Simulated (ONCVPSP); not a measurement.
# mercury (Hg), ONCV: configuration errors across variants

* Element: mercury (Hg)
* Generator: ONCVPSP 4.0.1
* Type: optimised norm-conserving Vanderbilt (ONCV)
* Functional: PW91
* Relativity: scalar-relativistic
* Frozen core: [Kr] 4d10 4f14
* Valence charge: 20
* Reference configuration: 5s2 5p6 5d10 6s0.5 (charge +1.5)
* Partial waves: 5s+6s: rc 1.45 bohr, ncon 4, nbas 8, qcut 9 1/bohr, 3 projectors, debl 2.4 Ha; 5p: rc 1.20 bohr, ncon 4, nbas 8, qcut 7.9 1/bohr, 2 projectors, debl 3.2 Ha; 5d: rc 1.95 bohr, ncon 5, nbas 10, qcut 9.6 1/bohr, 2 projectors, debl 0.7 Ha; f scattering state at 0.22 Ha: rc 1.90 bohr, ncon 4, nbas 9, qcut 6.8 1/bohr, 2 projectors, debl 1.8 Ha
* Local potential: polynomial inside 1.10 bohr (lpopt 2, dvloc0 2 Ha)
* Core correction: Teter function, fcfact 6, rcfact 1.25

In the d channel the program set the typed energies aside and used -0.874, 0.250 Ha.

All-electron excitation energies from the reference (eV): (1) 5s2 5p6 5d10 6s2 -19.224; (2) 5s2 5p6 5d10 6s1 -8.453; (3) 5s2 5p6 5d10 6s0 10.620; (4) 5s2 5p6 5d10 6s0 6p1 -1.007.

A true bound ghost makes a file unfit for plane-wave use even where its test errors are small: the radial tests pick states by their node count and pass the ghost by.

Errors AE − PS in meV (a dash: test not solved or not reliable):

| change | (1) | (2) | (3) | (4) | bound ghosts | GHOST(+) flags above zero |
| --- | --- | --- | --- | --- | --- | --- |
| base | +4.3 | +2.5 | -4.0 | +1.1 | none | s |
| f: rc 1.3 | +4.3 | +2.5 | -4.0 | +1.1 | f | s |
| f: rc 1.44 | +4.3 | +2.5 | -4.0 | +1.1 | f | s, f |
| f: rc 1.68 | +4.3 | +2.5 | -4.0 | +1.1 | none | s, f |
| f: rc 1.94 | +4.3 | +2.5 | -4.0 | +1.1 | none | s |
| f: rc 2.16 | +4.3 | +2.5 | -4.0 | +1.1 | none | s |
| f: rc 2.32 | +4.3 | +2.5 | -4.0 | +1.1 | none | s |
| f: rc 2.4 | +4.3 | +2.5 | -4.0 | +1.1 | none | s |
| f: rc 2.58 | +4.3 | +2.5 | -4.0 | +1.1 | none | s |
| f: rc 2.76 | +4.3 | +2.5 | -4.0 | +1.1 | none | s |

Problem. Give the same row for: f: rc 1.8.

Solution. +4.3, +2.5, -4.0, +1.1; bound ghosts: f; GHOST(+) flags above zero: s, f.
